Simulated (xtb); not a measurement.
xtb input (GFN2-xTB):

```bash
xtb mol.xyz --gfn 2 --sp --chrg 0 --uhf 0
```
mol.xyz:
```
2

Li    -0.00000000    -0.00000000    -2.27530728
Na     0.00000000     0.00000000     0.62053835
```

Output:

```
           -------------------------------------------------
          |                Calculation Setup                |
           -------------------------------------------------

           -------------------------------------------------
          |                 G F N 2 - x T B                 |
           -------------------------------------------------

        Reference                      10.1021/acs.jctc.8b01176
      * Hamiltonian:
        H0-scaling (s, p, d)           1.850000    2.230000    2.230000
        zeta-weighting                 0.500000
      * Dispersion:
        s8                             2.700000
        a1                             0.520000
        a2                             5.000000
        s9                             5.000000
      * Repulsion:
        kExp                           1.500000    1.000000
        rExp                           1.000000
      * Coulomb:
        alpha                          2.000000
        third order                    shell-resolved
        anisotropic                    true
        a3                             3.000000
        a5                             4.000000
        cn-shift                       1.200000
        cn-exp                         4.000000
        max-rad                        5.000000

          ...................................................
          :                      SETUP                      :
          :.................................................:
          :  # basis functions                   8          :
          :  # atomic orbitals                   8          :
          :  # shells                            4          :
          :  # electrons                         2          :
          :  max. iterations                   250          :
          :  Hamiltonian                  GFN2-xTB          :
          :  restarted?                      false          :
          :  GBSA solvation                  false          :
          :  PC potential                    false          :
          :  electronic temp.          300.0000000     K    :
          :  accuracy                    1.0000000          :
          :  -> integral cutoff          0.2500000E+02      :
          :  -> integral neglect         0.1000000E-07      :
          :  -> SCF convergence          0.1000000E-05 Eh   :
          :  -> wf. convergence          0.1000000E-03 e    :
          :  Broyden damping             0.4000000          :
          :  net charge                          0          :
          :  unpaired electrons                  0          :
          ...................................................

 iter      E             dE          RMSdq      gap      omega  full diag
   1     -0.4389943 -0.438994E+00  0.491E+01    1.82       0.0  T
   2     -0.4470781 -0.808375E-02  0.273E+01    2.04       1.0  T
   3     -0.4496339 -0.255582E-02  0.163E+01    2.30       1.0  T
   4     -0.4505798 -0.945884E-03  0.793E+00    2.67       1.0  T
   5     -0.4506181 -0.383773E-04  0.244E+00    2.70       1.0  T
   6     -0.4506384 -0.202957E-04  0.632E-02    2.70       1.1  T
   7     -0.4506386 -0.143698E-06  0.600E-02    2.69       1.2  T
   8     -0.4506386 -0.634199E-07  0.113E-02    2.69       6.3  T
   9     -0.4506386 -0.519465E-08  0.278E-03    2.69      25.4  T
  10     -0.4506386 -0.380802E-10  0.938E-04    2.69      75.4  T
  11     -0.4506386 -0.202671E-11  0.175E-05    2.69    4030.1  T

   *** convergence criteria satisfied after 11 iterations ***

         #    Occupation            Energy/Eh            Energy/eV
      -------------------------------------------------------------
         1        2.0000           -0.2174446              -5.9170 (HOMO)
         2                         -0.1184764              -3.2239 (LUMO)
         3                         -0.1125006              -3.0613
         4                         -0.1125006              -3.0613
         5                          0.0419414               1.1413
         6                          0.1006031               2.7375
       ...                                ...                  ...
         8                          1.2192434              33.1773
      -------------------------------------------------------------
                  HL-Gap            0.0989682 Eh            2.6931 eV
             Fermi-level           -0.1679605 Eh           -4.5704 eV

 SCC (total)                   0 d,  0 h,  0 min,  0.002 sec
 SCC setup                      ...        0 min,  0.000 sec (  7.284%)
 Dispersion                     ...        0 min,  0.000 sec (  2.036%)
 classical contributions        ...        0 min,  0.000 sec (  0.932%)
 integral evaluation            ...        0 min,  0.000 sec (  7.305%)
 iterations                     ...        0 min,  0.001 sec ( 61.482%)
 molecular gradient             ...        0 min,  0.000 sec ( 11.538%)
 printout                       ...        0 min,  0.000 sec (  8.824%)

         :::::::::::::::::::::::::::::::::::::::::::::::::::::
         ::                     SUMMARY                     ::
         :::::::::::::::::::::::::::::::::::::::::::::::::::::
         :: total energy              -0.449085492918 Eh    ::
         :: gradient norm              0.015221027045 Eh/a0 ::
         :: HOMO-LUMO gap              2.693061685501 eV    ::
         ::.................................................::
         :: SCC energy                -0.450638640436 Eh    ::
         :: -> isotropic ES            0.001316956039 Eh    ::
         :: -> anisotropic ES          0.004861574491 Eh    ::
         :: -> anisotropic XC         -0.018993098828 Eh    ::
         :: -> dispersion             -0.000207245710 Eh    ::
         :: repulsion energy           0.001553147519 Eh    ::
         :: add. restraining           0.000000000000 Eh    ::
         :: total charge               0.000000000000 e     ::
         :::::::::::::::::::::::::::::::::::::::::::::::::::::

           -------------------------------------------------
          |                Property Printout                |
           -------------------------------------------------

    * Orbital Energies and Occupations

         #    Occupation            Energy/Eh            Energy/eV
      -------------------------------------------------------------
         1        2.0000           -0.2174446              -5.9170 (HOMO)
         2                         -0.1184764              -3.2239 (LUMO)
         3                         -0.1125006              -3.0613
         4                         -0.1125006              -3.0613
         5                          0.0419414               1.1413
         6                          0.1006031               2.7375
         7                          0.1006031               2.7375
         8                          1.2192434              33.1773
      -------------------------------------------------------------
                  HL-Gap            0.0989682 Eh            2.6931 eV
             Fermi-level           -0.1679605 Eh           -4.5704 eV

     #   Z          covCN         q      C6AA      α(0)
     1   3 Li       0.934    -0.094    53.512    22.412
     2  11 Na       0.934     0.094    79.889    29.166

 Mol. C6AA /au·bohr⁶  :        263.496022
 Mol. C8AA /au·bohr⁸  :      27343.441919
 Mol. α(0) /au        :         51.578507

Wiberg/Mayer (AO) data.
largest (>0.10) Wiberg bond orders for each atom

 ---------------------------------------------------------------------------
     #   Z sym  total        # sym  WBO       # sym  WBO       # sym  WBO
 ---------------------------------------------------------------------------
     1   3 Li   0.991 --     2 Na   0.991
Note: The following floating-point exceptions are signalling: IEEE_DENORMAL
normal termination of xtb
     2  11 Na   0.991 --     1 Li   0.991
 ---------------------------------------------------------------------------

Topologies differ in total number of bonds
Writing topology from bond orders to xtbtopo.mol

molecular dipole:
                 x           y           z       tot (Debye)
 q only:        0.000       0.000       0.515
   full:       -0.000      -0.000      -0.780       1.984
molecular quadrupole (traceless):
                xx          xy          yy          xz          yz          zz
 q only:        0.805       0.000       0.805       0.000       0.000      -1.610
  q+dip:      -10.559       0.000     -10.559      -0.000       0.000      21.119
   full:       -6.965       0.000      -6.965      -0.000       0.000      13.929

           -------------------------------------------------
          | TOTAL ENERGY               -0.449085492918 Eh   |
          | GRADIENT NORM               0.015221027045 Eh/α |
          | HOMO-LUMO GAP               2.693061685501 eV   |
           -------------------------------------------------

------------------------------------------------------------------------
------------------------------------------------------------------------
 total:
 SCF:
```
